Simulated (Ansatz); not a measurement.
`[OH][Cd][Br]` + H₂O → `[OH][Cd][OH]` + HBr at 500 K and 1 bar (formal hydrolysis of a Cd–Br bond).

Program: Ansatz. Geometries: PBE0-D4/def2-TZVP. ΔE: electronic, gas phase. CCSD(T)/CBS adds triple-zeta CCSD(T) − MP2 to the extrapolated MP2 energy (def2 sets, frozen cores). This one scheme is used for every species. Elements past krypton have def2 core potentials. For Br, Cd outer-core shells are correlated without core-valence functions, which leaves a few kJ/mol of doubt a bond. Scalar relativity is left out up to krypton. One conformer a species, not always the lowest.

```
       species  CCSD(T)/CBS energy (Eh)  H − E (kJ/mol)  S (J/(mol·K))
`[OH][Cd][Br]`              -2816.86459            63.6          345.2
           H₂O                -76.37941            73.2          206.3
`[OH][Cd][OH]`               -319.27020            97.9          336.2
           HBr              -2573.91920            30.5          213.7
```

H − E and S are ideal-gas, rigid-rotor, harmonic terms from PBE0-D4/def2-TZVP, for one conformer and one mirror image of each species. 1 Eh = 2625.50 kJ/mol, R = 8.31446 J/(mol·K).

Task: By hand: ΔE, ΔH, ΔS and ΔG.

Result: ΔE = (-319.27020) + (-2573.91920) − (-2816.86459) − (-76.37941) = 0.05460 Eh = 143.4 kJ/mol. Δ(H − E) = 97.9 + 30.5 − 63.6 − 73.2 = -8.4, so ΔH = 135.0 kJ/mol. ΔS = 336.2 + 213.7 − 345.2 − 206.3 = -1.6 J/(mol·K). ΔG = 135.0 − 500 × (-1.6)/1000 = 135.8 kJ/mol.

Task: By hand: the equilibrium constant, and the temperature at which ΔG would vanish if ΔH and ΔS stayed fixed.

Result: log₁₀ K = −ΔG/(RT ln 10) = -14.2. ΔH and −TΔS have one sign here, so there is no such temperature.

The number of gas molecules stays the same, so ΔS is small and ΔH decides. A doubt of 5 kJ/mol in ΔE shifts log₁₀ K by 0.5 here. Other conformers and mirror images would add mixing entropy, several J/(mol·K) or more a flexible species. These are equilibria of isolated gas molecules and say nothing of rates. Largest T1 diagnostic: 0.017 (customary marks: 0.02 for closed shells, 0.045 for open ones).

ΔS is within the doubt of such terms, so its sign, and with it that verdict, could turn.
